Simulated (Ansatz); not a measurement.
`B[SiH](F)BO` and `B[SiH](F)OC` differ in one atom or group.

Ansatz, PBE0-D4/def2-TZVP geometries, multiplicity 1. Each molecule was computed in one conformer, which needn't be the lowest.

```csv
property,`B[SiH](F)BO`
size of the dipole moment (B3LYP/def2-TZVPP) / D,2.24
HOMO–LUMO gap (B3LYP/def2-TZVPP) / eV,4.58
size of the dipole moment (PBE/def2-TZVPP) / D,2.20
HOMO energy (ωB97M-V/def2-TZVPP) / eV,-9.75
HOMO–LUMO gap (PBE0/def2-TZVPP) / eV,4.95
LUMO energy (B3LYP/def2-TZVPP) / eV,-2.89
```

Question: What does the change do to each property? (An estimate is asked.)

Answer: The calculation gave: 
```
                                        property  `B[SiH](F)OC`  shift
size of the dipole moment (B3LYP/def2-TZVPP) / D           1.49  -0.75
           HOMO–LUMO gap (B3LYP/def2-TZVPP) / eV           5.35   0.77
  size of the dipole moment (PBE/def2-TZVPP) / D           1.43  -0.77
           HOMO energy (ωB97M-V/def2-TZVPP) / eV         -10.53  -0.78
            HOMO–LUMO gap (PBE0/def2-TZVPP) / eV           5.74   0.79
             LUMO energy (B3LYP/def2-TZVPP) / eV          -2.79   0.10
```

With PBE0 the HOMO falls by 0.69 eV and the LUMO rises by 0.11 eV, so the gap widens by about 0.80 eV. PBE moves the HOMO by -0.55 eV and ωB97M-V by -0.78 eV. The zero-point energy changes by 39.3 kJ/mol with +3 modes. Dipoles are sizes alone; their direction can turn.

B3LYP here is the variant with VWN-RPA as its local correlation; programs differ in this.
